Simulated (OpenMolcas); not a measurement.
## S4+: effect of the active space

```
Program             : OpenMolcas
Method              : MS-CASPT2 or its RAS form, IPEA 0.25 Eh, imaginary shift 0.1 Eh
Basis               : ANO-RCC-VQZP
Scalar Hamiltonian  : DKH2, point nucleus
Spin-orbit coupling : state interaction with AMFI integrals over the reference wave functions, term energies averaged over their components
```

A. 2 electrons in 4 orbitals (3s 3p); 2S+1 = 3 even, 3 roots; 2S+1 = 1 even, 7 roots; 2S+1 = 3 odd, 3 roots; 2S+1 = 1 odd, 3 roots; closed shells correlated: 2s 2p; CASPT2 step about 1.9 core-seconds
B. 2 electrons in 8 orbitals (3s 3p 4s 4p); 2S+1 = 3 even, 3 roots; 2S+1 = 1 even, 7 roots; 2S+1 = 3 odd, 3 roots; 2S+1 = 1 odd, 3 roots; closed shells correlated: 2s 2p; CASPT2 step roughly 4 core-seconds
C. 2 electrons in 9 orbitals (RAS2 3s 3p; RAS3 3d, at most 2 electrons); 2S+1 = 3 even, 3 roots; 2S+1 = 1 even, 7 roots; 2S+1 = 3 odd, 3 roots; 2S+1 = 1 odd, 3 roots; closed shells correlated: 2s 2p; CASPT2 step of the order of 6 core-seconds

Energies in cm⁻¹ above 3s² ¹S₀, the measured ground level; measured values from NIST levels in Podobedova, Kelleher and Wiese, J. Phys. Chem. Ref. Data 38, 171 (2009); Martin, Zalubas and Musgrove, J. Phys. Chem. Ref. Data 19, 821 (1990).

```
         Level       A       B       C  Measured
       3s² ¹S₀     0.0     0.0     0.0       0.0
    3s 3p ³P°₀   82662   82661   82436     83024
    3s 3p ³P°₁   82991   82990   82764     83394
    3s 3p ³P°₂   83663   83662   83432     84155
    3s 3p ¹P°₁  130085  129814  128327    127151
       3p² ³P₀  200776  200673  200307    199967
       3p² ³P₁  201126  201022  200654    200371
3p² ³P₂ [52 %]  201627  201230  201329          
3p² ¹D₂ [52 %]  203165  202155  194753
```

Deviations, from unrounded energies. A percentage is the sum of absolute deviations over the sum of measured energies, with the sign that they share, or ± where signs differ.

```
           Against measurement  Levels     A     B     C
mean absolute deviation (cm-1)       6   960   880   620
      other configurations (%)       6  ±0.7  ±0.7  ±0.5
```

C lies closest to measurement on these levels and A furthest from it. The largest miss of C in the table is 3s 3p ¹P°₁, by +1200 cm-1. The ranking rests on the paired levels alone, and a cruder setting can come out closer through cancelling errors.

Among A to C the level of the table that moves most is 3p² ¹D₂ [52 %], by 8400 cm-1 (lowest in C, highest in A).

Over all roots computed the reference weight is 0.92 to 1.00 in A, 0.91 to 1.00 in B; the roots of lowest weight are the least certain, and an intruder state may touch them. Some levels mix across a computed gap that differs much from the measured one, so their mixing is not that of the real levels (holds for A). The ¹D term of p² mixes with s d, which this space lacks (holds for A; B). Active for correlation alone: 4p 4s; no level in the range computed is led by a configuration that fills them, so any true level of that kind is missing (holds for B). Active for correlation alone: 3d; no level in the range computed is led by a configuration that fills it, so any true level of that kind is missing (holds for C). Some terms mix strongly with configurations of 3d, whose occupation reaches 0.23 (3p² ¹D) (holds for C). Measured partners are found by configuration, term and J. A level has none where our copy of the source lacks it or the pairing is in doubt (some pairs that miss far off the trend of their configuration count as doubtful), and it then counts in no deviation. Only configurations of the active space appear. The table leaves out levels that lie high or whose names do not pair safely across all columns.

A share in square brackets marks a mixed level and gives the weight of the term that names it, the lowest over the columns. ° marks odd parity.
